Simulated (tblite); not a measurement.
Species: C5H7FN2Si.
SMILES: `c1([SiH3])c(cc(nn1)C)F`

All values are computed: GFN2-xTB (tblite) harmonic vibrations without scaling, gas phase. The method is semi-empirical: single wavenumbers can be off by several per cent or more. Modes of hydrogen on silicon can be 10 to 20 % off.

Harmonic wavenumbers (cm⁻¹): 61.7, 74.4, 89.5, 129.9, 180.3, 258.6, 268.5, 352.1, 388.5, 443.8, 505.7, 528.4, 552.2, 594.3, 639.5, 725.2, 754.2, 762.4, 770.9, 783.4, 862.5, 985.0, 1001.2, 1022.5, 1098.7, 1139.8, 1184.5, 1284.1, 1367.3, 1384.8, 1408.4, 1457.0, 1463.4, 1498.1, 1550.5, 2259.3, 2262.6, 2343.0, 3014.9, 3024.8, 3072.1, 3088.2.

A = 2815, B = 964.3, C = 727.5 MHz; mass 142.036 u (most abundant isotopes); point group Cs, symmetry number 1.

Question: What is the zero-point energy?

Answer: ½Σν̃ = 23318 cm⁻¹ = 278.95 kJ/mol.

Question: What is S at 298.15 K and 1 bar for an ideal gas of classical rigid rotors and harmonic oscillators?

Answer: Translation 170.67, rotation 123.33, vibration 118.03: S = 412.0 J/(mol K).

Question: And Cp and H(298.15 K) − H(0)?

Answer: Cp = 158.75 J/(mol K), of which vibrations give 125.49 (their classical limit is 42 R = 349.2); H(298.15 K) − H(0) = 28.74 kJ/mol without the zero-point energy, 18.82 from vibrations.

Question: What must be added to the electronic energy to get the Gibbs energy at 298.15 K and 1 bar?

Answer: ZPE + [H(298.15 K) − H(0)] − T·S = 278.95 + 28.74 − 122.85 = 184.84 kJ/mol.

Question: Blend soft modes into free rotors: weight 1/[1 + (100 cm⁻¹/ν̃)⁴] for the oscillator and the rest for a rotor with moment μB/(μ + B), μ = h/(8π²ν), B = 10⁻⁴⁴ kg m². What vibrational entropy results?

Answer: 109.18 J/(mol K) in place of 118.03, which changes −T·S at 298.15 K by +2.64 kJ/mol.

Question: Which modes carry the vibrational entropy at 298.15 K?

Answer: 61.7 cm⁻¹: 18.42; 74.4 cm⁻¹: 16.88; 89.5 cm⁻¹: 15.36; 129.9 cm⁻¹: 12.33; 180.3 cm⁻¹: 9.73; 258.6 cm⁻¹: 6.99 J/(mol K); the other 36 give 38.32 together.

Question: How do the functions run with temperature in this model?

Answer: 
```
T (K)  S (J/(mol K))  Cp (J/(mol K))  H − H(0) (kJ/mol)  G − H(0) (kJ/mol)  ln q(vib)
  150          326.3            97.2               9.72             -39.22       2.83
  250          385.8           139.4              21.56             -74.90       5.38
  400          463.9           195.3              46.82            -138.76       9.19
  600          553.9           248.4              91.57            -240.79      14.11
  900          664.6           296.3             173.97            -424.21      20.91
```

q(vib) and H(0) count from the zero-point level.

Hindered rotation and anharmonicity are outside this model.
